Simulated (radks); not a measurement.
Task: Coherent X-ray form factor from a spherical all-electron density. Method: non-relativistic Kohn-Sham, r2SCAN, spin-polarised, spherical densities, point nucleus; meta-GGA in the generalised Kohn-Sham scheme; computed with a radial shooting solver on a logarithmic mesh with Libxc functionals.

sin(theta)/lambda (1/angstrom)  f0 (electrons)
0.05                                    47.505
0.1                                     46.106
0.15                                    44.026
0.2                                     41.538
0.25                                    38.886
0.3                                     36.244
0.4                                     31.362
0.5                                     27.255
0.6                                     23.987
0.8                                     19.570
1                                       16.793
1.25                                    14.021
1.5                                     11.489
2                                        7.690

The species is in the configuration that NIST lists as its ground one. Which atom or ion scatters so?

Result: The tellurium ion Te4+, [Kr] 4d10 5s2. Extrapolating in s^2 from the first two rows gives f0(0) = 48.0, near the electron count 48; among species with that count, the fall with angle is slower the higher Z, and the table is that of Z = 52; from so few rows the species is fixed only to a neighbour or two.
